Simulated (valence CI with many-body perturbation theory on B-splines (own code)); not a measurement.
# Which ion has this spectrum?

A relativistic CI+MBPT calculation for an atom or ion with 41 electrons gives these levels (cm⁻¹):

| J | Parity | E | g |
| --- | --- | --- | --- |
| 5/2 | even | 0.0 | 1.55 |
| 5/2 | even | 52969 | 1.26 |
| 7/2 | even | 83759 | 1.15 |
| 3/2 | even | 86718 | 1.24 |
| 11/2 | even | 89870 | 1.14 |
| 9/2 | even | 98301 | 1.15 |
| 5/2 | even | 102185 | 1.14 |
| 1/2 | even | 107235 | 1.81 |
| 7/2 | even | 118539 | 1.11 |
| 5/2 | even | 136676 | 1.23 |
| 3/2 | even | 146980 | 0.79 |
| 7/2 | even | 151107 | 1.22 |
| 11/2 | even | 155491 | 1.07 |
| 9/2 | even | 160593 | 1.15 |

The energies are calculated, and their last digits are not significant.

Q: Which is it?
A. Tb24+
B. Er27+
C. Yb29+
D. Ho26+

A: D. Ho26+, ground level (4d3/2^4 4d5/2) J=5/2.
